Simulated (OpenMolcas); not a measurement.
V2+ with its 8 nearest fluoride ions at 2.328 Å, on the Sr site of SrF2 (a = 5.796 Å, distance in the model lattice 2.510 Å). The rest of the host is ab initio model potentials to 7.6 Å and point charges beyond; the distance is set by hand and nothing relaxes. Ligand basis ANO-RCC-VDZP.

```json
{
 "Program": "OpenMolcas 26.06",
 "Method": "SS-CASPT2, IPEA 0.25 Eh, imaginary shift 0.1 Eh (closed shells correlated: 3s 3p and the ligand valence shells)",
 "Basis": "ANO-RCC-VDZP [5s4p2d1f]",
 "Scalar Hamiltonian": "DKH2, point nucleus",
 "Active space": "3 electrons in 5 orbitals (3d)",
 "State averaging": "2S+1 = 4 even, 10 roots; 2S+1 = 2 even, 40 roots",
 "Spin-orbit coupling": "RASSI with atomic mean-field integrals over the reference wave functions"
}
```

What is the spin-free ground state (labels of O, the rotations of Oh)?

4T1, 3-fold in its orbital part, 99 % from free-ion F terms; it has the highest spin that d3 allows.

Where is the first state of the same spin?

4T2 at 4110 cm-1 above the ground state.

What are the lowest two levels with spin-orbit coupling?

A 4-fold level Γ8, then a 2-fold level Γ7 16 cm-1 above it. Their leading multiplicities are 4 (100 %) and 4 (100 %).

What is χT at 300 K, and how does it compare with the textbook value?

The lowest level has 2S+1 = 4, for which the spin-only value is χT = S(S+1) / 2 = 1.875 cm3 K/mol (g = 2). The computed 1.639 at 300 K differs by -0.236, through orbital momentum, spin-orbit coupling and any other state in reach. With a threefold ground state the orbital momentum is unquenched, so the spin-only value is not expected to hold.

Roots that are degenerate in the reference are averaged as groups; the widest CASPT2 spread within a group is 350 cm-1 (the 3-fold group of multiplicity 4 near 4110 cm-1 above the lowest state of its run). Shifts and gaps below about the spread of the groups concerned are not significant. Over all roots computed the reference weight is 0.69 to 0.70; a low but even weight reflects the number of correlated electrons. An orbital triplet at a regular site is open to Jahn-Teller coupling, which can distort the site and quench the lowest spin-orbit gaps and is left out. Ligand-to-metal charge-transfer states are missing. These CASPT2 states fit no ligand-field parameters well, so their order and spin gaps are uncertain. With no ligand orbital active B as a rule stays too high, so bands that hang on it stand too high and its fall with covalency is understated. With one d shell and no ligand orbital active, 10Dq can be off by tens of per cent for divalent 3d ions, low with halides held by bare charges and at times high in hosts. Free-ion shares, where given, are those of the reference states; single-state CASPT2 does not remix them. No measured value stands beside these numbers; the geometry was set by hand and not optimised.
